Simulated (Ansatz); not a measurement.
```
atom    x (Å)    y (Å)    z (Å)
   C   0.8645   0.0209   0.0069
   C  -0.4152   0.7322   0.0057
   C  -0.4051  -0.7335   0.0229
   H   1.4313   0.0104   0.9285
   H  -0.7091   1.2449   0.9219
   H  -0.7537  -1.2691   0.9376
   H   1.4449   0.0037  -0.9392
   H  -0.7407   1.2583  -0.9511
   H  -0.7169  -1.2679  -0.9332
```

Basis set: cc-pVDZ (spherical functions). Frozen core: 3 orbitals. Charge 0, multiplicity 1.

Computed with Ansatz (development build ahead of 0.2.0); each method stands on the lowest determinant of its kind that the runs found. Restricted open shells among the atoms or ions are ROHF, correlated in semicanonical orbitals with singles.

Task: Give the atomization energy at this shape (free ground-state atoms in the same class of orbitals less the molecule, no zero-point energy) of singlet C₃H₆ by RHF-MP2, RHF.

Result:

```tsv
method	atomization energy
RHF-MP2	34.69 eV
RHF	27.67 eV
```

Caution: the shape is not the minimum.
